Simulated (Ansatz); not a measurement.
A geometry relaxed with B3LYP-D3(BJ)/def2-TZVP run with Ansatz (an electronic-structure program), charge 0, multiplicity 1:

```xyz
5

Sn     0.0015    -0.0004     0.1690
Cl    -1.7804    -1.2323    -0.6652
Cl     1.9496    -0.9179    -0.6981
Cl    -0.1876     2.1553    -0.6711
H      0.0168    -0.0047     1.8653
```

Problem. Write the SMILES of this molecule.

Solution. `[Cl][SnH]([Cl])[Cl]`
